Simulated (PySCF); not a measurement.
C₃H₁₁FGeOSi (SMILES [CH3][Ge]([CH3])([CH3])[O][SiH2]F), singlet, geometry from GFN2-xTB, atoms displaced at random by about 0.08 Å a coordinate; TPSS/STO-3G, gradient by finite differences run with PySCF.

The PySCF input:
```python
from pyscf import gto, scf, dft

mol = gto.M(
    atom='''
Si    2.354487   -0.486385   -0.338647
F     2.539062    1.120517    0.127539
O     0.705690   -0.815120   -0.385594
Ge   -0.822770    0.159331    0.150937
C    -2.182020   -1.562743   -0.437803
C    -1.038528    1.419326   -1.226997
C    -0.763250    0.552318    1.868840
H     2.820283   -1.172743    0.724592
H     2.911966   -0.652953   -1.494482
H    -3.265548   -1.251732   -0.260379
H    -2.038527   -2.348222    0.307242
H    -2.071388   -1.786674   -1.285370
H    -1.960654    2.108221   -1.035779
H    -1.094545    1.205612   -2.323876
H    -0.161262    2.232920   -0.985578
H    -0.687524   -0.288222    2.720122
H    -0.105871    1.019384    2.259479
H    -1.793858    0.952839    2.281037
''',
    basis='sto-3g',
    charge=0,
    spin=0,
    verbose=4,
)

mf = dft.RKS(mol)
mf.xc = 'tpss'
mf.conv_tol = 1e-11
mf.kernel()
scan, done = mf.as_scanner(), []
scan.scf_summary = {}
def energy(d):
    c = mol.atom_coords()
    c[8, 1] += d
    e = scan(mol.set_geom_(c, unit='Bohr', inplace=False))
    done.append(scan.converged)
    return e
h = 1e-4
fd = (energy(h) - energy(-h)) / (2 * h)
print('dE/dx =', fd)
```

Output, abridged:

```
PySCF version 2.14.0

[INPUT] verbose = 4
[INPUT] num. atoms = 18
[INPUT] num. electrons = 92
[INPUT] charge = 0
[INPUT] spin (= nelec alpha-beta = 2S) = 0
[INPUT] symmetry False subgroup None
[INPUT] Mole.unit = angstrom
[INPUT] Symbol           X                Y                Z      unit          X                Y                Z       unit  Magmom
[...]
nuclear repulsion = 701.96461850248
number of shells = 39
number of NR pGTOs = 189
number of NR cGTOs = 63
basis = sto-3g
ecp = {}

******** <class 'pyscf.dft.rks.RKS'> ********
method = RKS
initial guess = minao
damping factor = 0
level_shift factor = 0
DIIS = <class 'pyscf.scf.diis.CDIIS'>
diis_start_cycle = 1
diis_space = 8
diis_damp = 0
SCF conv_tol = 1e-11
SCF conv_tol_grad = None
SCF max_cycles = 50
direct_scf = True
direct_scf_tol = 1e-13
XC library pyscf.dft.libxc version 7.1.2
    S. Lehtola, C. Steigemann, M. J. T. Oliveira, and M. A. L. Marques,  SoftwareX 7, 1–5 (2018)
XC functionals = tpss
    J. Tao, J. P. Perdew, V. N. Staroverov, and G. E. Scuseria,  Phys. Rev. Lett. 91, 146401 (2003)
    J. P. Perdew, J. Tao, V. N. Staroverov, and G. E. Scuseria,  J. Chem. Phys. 120, 6898 (2004)
    J. Tao, J. P. Perdew, V. N. Staroverov, and G. E. Scuseria,  Phys. Rev. Lett. 91, 146401 (2003)
    J. P. Perdew, J. Tao, V. N. Staroverov, and G. E. Scuseria,  J. Chem. Phys. 120, 6898 (2004)
radial grids:
    Treutler-Ahlrichs [JCP 102, 346 (1995); DOI:10.1063/1.469408] (M4) radial grids

becke partition: Becke, JCP 88, 2547 (1988); DOI:10.1063/1.454033
pruning grids: <function nwchem_prune>
grids dens level: 3
symmetrized grids: False
atomic radii adjust function: <function treutler_atomic_radii_adjust>
small_rho_cutoff = 0
Set gradient conv threshold to 3.16228e-06
Initial guess from minao.
tot grids = 218408
init E= -2629.16434830072
[...]
cycle= 1 E= -2630.8490694608  delta_E= -1.68  |g|= 0.966  |ddm|= 4.93
[...]
cycle= 2 E= -2629.35755408306  delta_E= 1.49  |g|= 2.55  |ddm|= 5.18
[...]
cycle= 3 E= -2631.1690621188  delta_E= -1.81  |g|= 0.482  |ddm|= 3.87
[...]
cycle= 4 E= -2631.22672216221  delta_E= -0.0577  |g|= 0.248  |ddm|= 1.04
[...]
cycle= 5 E= -2631.2473595898  delta_E= -0.0206  |g|= 0.058  |ddm|= 0.432
[...]
cycle= 6 E= -2631.24854455519  delta_E= -0.00118  |g|= 0.0118  |ddm|= 0.12
[...]
cycle= 7 E= -2631.2485860494  delta_E= -4.15e-05  |g|= 0.00538  |ddm|= 0.0256
[...]
cycle= 8 E= -2631.24859676356  delta_E= -1.07e-05  |g|= 0.000694  |ddm|= 0.00945
[...]
cycle= 9 E= -2631.24859692213  delta_E= -1.59e-07  |g|= 0.000201  |ddm|= 0.00133
[...]
cycle= 10 E= -2631.24859693626  delta_E= -1.41e-08  |g|= 6.18e-05  |ddm|= 0.00046
[...]
cycle= 11 E= -2631.24859693773  delta_E= -1.47e-09  |g|= 5.43e-06  |ddm|= 0.000113
[...]
cycle= 12 E= -2631.24859693775  delta_E= -1.91e-11  |g|= 9.11e-07  |ddm|= 1.48e-05
[...]
cycle= 13 E= -2631.24859693775  delta_E= -2.27e-12  |g|= 8.31e-07  |ddm|= 2.7e-06
[...]
Extra cycle  E= -2631.24859693774  delta_E= 1.55e-11  |g|= 1.37e-06  |ddm|= 3.22e-06
converged SCF energy = -2631.24859693774
Create scanner for <class 'pyscf.dft.rks.RKS'>

WARN: Mole.unit (angstrom) is changed to Bohr

New geometry
   1 Si     2.354487000000  -0.486385000000  -0.338647000000 AA    4.449335593849  -0.919134441097  -0.639950082906 Bohr
   2 F      2.539062000000   1.120517000000   0.127539000000 AA    4.798131793290   2.117470247919   0.241013780201 Bohr
   3 O      0.705690000000  -0.815120000000  -0.385594000000 AA    1.333560828844  -1.540353558655  -0.728667055276 Bohr
   4 Ge    -0.822770000000   0.159331000000   0.150937000000 AA   -1.554809963508   0.301091953153   0.285229592063 Bohr
   5 C     -2.182020000000  -1.562743000000  -0.437803000000 AA   -4.123420198323  -2.953156273081  -0.827327766513 Bohr
   6 C     -1.038528000000   1.419326000000  -1.226997000000 AA   -1.962533492692   2.682137421474  -2.318688285663 Bohr
   7 C     -0.763250000000   0.552318000000   1.868840000000 AA   -1.442333464574   1.043729753668   3.531595770632 Bohr
   8 H      2.820283000000  -1.172743000000   0.724592000000 AA    5.329562463767  -2.216163084501   1.369280432051 Bohr
   9 H      2.911966000000  -0.652900082279  -1.494482000000 AA    5.502818224045  -1.233802342213  -2.824161678092 Bohr
  10 H     -3.265548000000  -1.251732000000  -0.260379000000 AA   -6.170991366621  -2.365430661354  -0.492044998588 Bohr
  11 H     -2.038527000000  -2.348222000000   0.307242000000 AA   -3.852257727531  -4.437496459678   0.580603233964 Bohr
  12 H     -2.071388000000  -1.786674000000  -1.285370000000 AA   -3.914356017711  -3.376324533881  -2.428997268732 Bohr
  13 H     -1.960654000000   2.108221000000  -1.035779000000 AA   -3.705099085033   3.983960300057  -1.957338635576 Bohr
  14 H     -1.094545000000   1.205612000000  -2.323876000000 AA   -2.068390281012   2.278276492489  -4.391489187450 Bohr
  15 H     -0.161262000000   2.232920000000  -0.985578000000 AA   -0.304741014300   4.219607258064  -1.862472494397 Bohr
  16 H     -0.687524000000  -0.288222000000   2.720122000000 AA   -1.299232064065  -0.544660643074   5.140285605404 Bohr
  17 H     -0.105871000000   1.019384000000   2.259479000000 AA   -0.200067194534   1.926356575764   4.269796494206 Bohr
  18 H     -1.793858000000   0.952839000000   2.281037000000 AA   -3.389900326360   1.800604750804   4.310535210000 Bohr

******** <class 'pyscf.scf.hf.RKS_Scanner'> ********
method = RKS_Scanner
initial guess = minao
damping factor = 0
level_shift factor = 0
DIIS = <class 'pyscf.scf.diis.CDIIS'>
diis_start_cycle = 1
diis_space = 8
diis_damp = 0
SCF conv_tol = 1e-11
SCF conv_tol_grad = None
SCF max_cycles = 50
direct_scf = True
direct_scf_tol = 1e-13
XC library pyscf.dft.libxc version 7.1.2
    S. Lehtola, C. Steigemann, M. J. T. Oliveira, and M. A. L. Marques,  SoftwareX 7, 1–5 (2018)
XC functionals = tpss
    J. Tao, J. P. Perdew, V. N. Staroverov, and G. E. Scuseria,  Phys. Rev. Lett. 91, 146401 (2003)
    J. P. Perdew, J. Tao, V. N. Staroverov, and G. E. Scuseria,  J. Chem. Phys. 120, 6898 (2004)
    J. Tao, J. P. Perdew, V. N. Staroverov, and G. E. Scuseria,  Phys. Rev. Lett. 91, 146401 (2003)
    J. P. Perdew, J. Tao, V. N. Staroverov, and G. E. Scuseria,  J. Chem. Phys. 120, 6898 (2004)
radial grids:
    Treutler-Ahlrichs [JCP 102, 346 (1995); DOI:10.1063/1.469408] (M4) radial grids

becke partition: Becke, JCP 88, 2547 (1988); DOI:10.1063/1.454033
pruning grids: <function nwchem_prune>
grids dens level: 3
symmetrized grids: False
atomic radii adjust function: <function treutler_atomic_radii_adjust>
small_rho_cutoff = 0
Set gradient conv threshold to 3.16228e-06
tot grids = 218408
init E= -2631.24859495814
[...]
cycle= 1 E= -2631.24859463031  delta_E= 3.28e-07  |g|= 5.73e-06  |ddm|= 4.3e-05
[...]
cycle= 2 E= -2631.24859463031  delta_E= 5.91e-12  |g|= 8.04e-06  |ddm|= 2.49e-05
[...]
cycle= 3 E= -2631.24859463032  delta_E= -1.5e-11  |g|= 7.07e-07  |ddm|= 1.44e-05
[...]
cycle= 4 E= -2631.24859463036  delta_E= -3.46e-11  |g|= 3.8e-07  |ddm|= 1.64e-06
[...]
cycle= 5 E= -2631.24859463031  delta_E= 4.18e-11  |g|= 2.55e-08  |ddm|= 6.22e-07
[...]
cycle= 6 E= -2631.24859463032  delta_E= -6.37e-12  |g|= 1.46e-08  |ddm|= 2.41e-08
[...]
Extra cycle  E= -2631.24859463035  delta_E= -2.55e-11  |g|= 1.88e-08  |ddm|= 6.34e-08
converged SCF energy = -2631.24859463035

WARN: Mole.unit (angstrom) is changed to Bohr

New geometry
   1 Si     2.354487000000  -0.486385000000  -0.338647000000 AA    4.449335593849  -0.919134441097  -0.639950082906 Bohr
   2 F      2.539062000000   1.120517000000   0.127539000000 AA    4.798131793290   2.117470247919   0.241013780201 Bohr
   3 O      0.705690000000  -0.815120000000  -0.385594000000 AA    1.333560828844  -1.540353558655  -0.728667055276 Bohr
   4 Ge    -0.822770000000   0.159331000000   0.150937000000 AA   -1.554809963508   0.301091953153   0.285229592063 Bohr
   5 C     -2.182020000000  -1.562743000000  -0.437803000000 AA   -4.123420198323  -2.953156273081  -0.827327766513 Bohr
   6 C     -1.038528000000   1.419326000000  -1.226997000000 AA   -1.962533492692   2.682137421474  -2.318688285663 Bohr
   7 C     -0.763250000000   0.552318000000   1.868840000000 AA   -1.442333464574   1.043729753668   3.531595770632 Bohr
   8 H      2.820283000000  -1.172743000000   0.724592000000 AA    5.329562463767  -2.216163084501   1.369280432051 Bohr
   9 H      2.911966000000  -0.653005917721  -1.494482000000 AA    5.502818224045  -1.234002342213  -2.824161678092 Bohr
  10 H     -3.265548000000  -1.251732000000  -0.260379000000 AA   -6.170991366621  -2.365430661354  -0.492044998588 Bohr
  11 H     -2.038527000000  -2.348222000000   0.307242000000 AA   -3.852257727531  -4.437496459678   0.580603233964 Bohr
  12 H     -2.071388000000  -1.786674000000  -1.285370000000 AA   -3.914356017711  -3.376324533881  -2.428997268732 Bohr
  13 H     -1.960654000000   2.108221000000  -1.035779000000 AA   -3.705099085033   3.983960300057  -1.957338635576 Bohr
  14 H     -1.094545000000   1.205612000000  -2.323876000000 AA   -2.068390281012   2.278276492489  -4.391489187450 Bohr
  15 H     -0.161262000000   2.232920000000  -0.985578000000 AA   -0.304741014300   4.219607258064  -1.862472494397 Bohr
  16 H     -0.687524000000  -0.288222000000   2.720122000000 AA   -1.299232064065  -0.544660643074   5.140285605404 Bohr
  17 H     -0.105871000000   1.019384000000   2.259479000000 AA   -0.200067194534   1.926356575764   4.269796494206 Bohr
  18 H     -1.793858000000   0.952839000000   2.281037000000 AA   -3.389900326360   1.800604750804   4.310535210000 Bohr

******** <class 'pyscf.scf.hf.RKS_Scanner'> ********
method = RKS_Scanner
initial guess = minao
damping factor = 0
level_shift factor = 0
DIIS = <class 'pyscf.scf.diis.CDIIS'>
diis_start_cycle = 1
diis_space = 8
diis_damp = 0
SCF conv_tol = 1e-11
SCF conv_tol_grad = None
SCF max_cycles = 50
direct_scf = True
direct_scf_tol = 1e-13
XC library pyscf.dft.libxc version 7.1.2
    S. Lehtola, C. Steigemann, M. J. T. Oliveira, and M. A. L. Marques,  SoftwareX 7, 1–5 (2018)
XC functionals = tpss
    J. Tao, J. P. Perdew, V. N. Staroverov, and G. E. Scuseria,  Phys. Rev. Lett. 91, 146401 (2003)
    J. P. Perdew, J. Tao, V. N. Staroverov, and G. E. Scuseria,  J. Chem. Phys. 120, 6898 (2004)
    J. Tao, J. P. Perdew, V. N. Staroverov, and G. E. Scuseria,  Phys. Rev. Lett. 91, 146401 (2003)
    J. P. Perdew, J. Tao, V. N. Staroverov, and G. E. Scuseria,  J. Chem. Phys. 120, 6898 (2004)
radial grids:
    Treutler-Ahlrichs [JCP 102, 346 (1995); DOI:10.1063/1.469408] (M4) radial grids

becke partition: Becke, JCP 88, 2547 (1988); DOI:10.1063/1.454033
pruning grids: <function nwchem_prune>
grids dens level: 3
symmetrized grids: False
atomic radii adjust function: <function treutler_atomic_radii_adjust>
small_rho_cutoff = 0
Set gradient conv threshold to 3.16228e-06
tot grids = 218408
init E= -2631.24859858942
[...]
cycle= 1 E= -2631.24859924516  delta_E= -6.56e-07  |g|= 1.08e-05  |ddm|= 8.48e-05
[...]
cycle= 2 E= -2631.24859924509  delta_E= 6.73e-11  |g|= 1.54e-05  |ddm|= 4.87e-05
[...]
cycle= 3 E= -2631.24859924519  delta_E= -9.78e-11  |g|= 2.13e-06  |ddm|= 2.89e-05
[...]
cycle= 4 E= -2631.2485992452  delta_E= -1.82e-11  |g|= 6.98e-07  |ddm|= 4.27e-06
[...]
cycle= 5 E= -2631.24859924518  delta_E= 2.14e-11  |g|= 6.14e-08  |ddm|= 1.13e-06
[...]
cycle= 6 E= -2631.2485992452  delta_E= -1.55e-11  |g|= 2.44e-08  |ddm|= 1.63e-07
[...]
cycle= 7 E= -2631.24859924521  delta_E= -7.73e-12  |g|= 9.99e-09  |ddm|= 2.89e-08
[...]
Extra cycle  E= -2631.24859924518  delta_E= 2.27e-11  |g|= 1.28e-08  |ddm|= 4.51e-08
converged SCF energy = -2631.24859924518
dE/dx = 0.02307418299096753
```
